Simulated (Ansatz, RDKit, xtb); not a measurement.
Pair of molecules: CH4O (SMILES CO) (first 6 atoms) with C2H6 (SMILES CC); geometry from B3LYP-D3(BJ)/def2-TZVP, rigid monomers moved along the line of their centres of mass till H6···C7 is 3.05 Å.
(charge 0, multiplicity 1):
```json
[
 {"atom": "C", "x (Å)": "-0.6336", "y (Å)": "0.2408", "z (Å)": "0.0527"},
 {"atom": "O", "x (Å)": "0.6830", "y (Å)": "-0.1554", "z (Å)": "0.4083"},
 {"atom": "H", "x (Å)": "-1.2481", "y (Å)": "-0.6085", "z (Å)": "-0.2651"},
 {"atom": "H", "x (Å)": "-0.5412", "y (Å)": "0.9309", "z (Å)": "-0.7846"},
 {"atom": "H", "x (Å)": "-1.1428", "y (Å)": "0.7587", "z (Å)": "0.8730"},
 {"atom": "H", "x (Å)": "0.6286", "y (Å)": "-0.7709", "z (Å)": "1.1462"},
 {"atom": "C", "x (Å)": "-0.1240", "y (Å)": "-0.7630", "z (Å)": "4.1005"},
 {"atom": "C", "x (Å)": "0.1469", "y (Å)": "0.7354", "z (Å)": "4.2043"},
 {"atom": "H", "x (Å)": "-0.4997", "y (Å)": "-1.1696", "z (Å)": "5.0413"},
 {"atom": "H", "x (Å)": "0.7861", "y (Å)": "-1.3157", "z (Å)": "3.8532"},
 {"atom": "H", "x (Å)": "-0.8744", "y (Å)": "-0.9822", "z (Å)": "3.3365"},
 {"atom": "H", "x (Å)": "-0.7643", "y (Å)": "1.2850", "z (Å)": "4.4476"},
 {"atom": "H", "x (Å)": "0.5381", "y (Å)": "1.1317", "z (Å)": "3.2661"},
 {"atom": "H", "x (Å)": "0.8792", "y (Å)": "0.9490", "z (Å)": "4.9849"}
]
```

Counterpoise-corrected where a basis set is named; no monomer relaxation.

Frozen-core correlation.

Programs: Ansatz (Gaussian basis) for Hartree–Fock, density functionals and correlated methods; RDKit for the force fields; xtb for the GFN methods. Each number belongs to the level named beside it.

Question: What interaction energy does MMFF94 give?

Answer: -3 kJ/mol

Ansatz is a program for electronic structure.
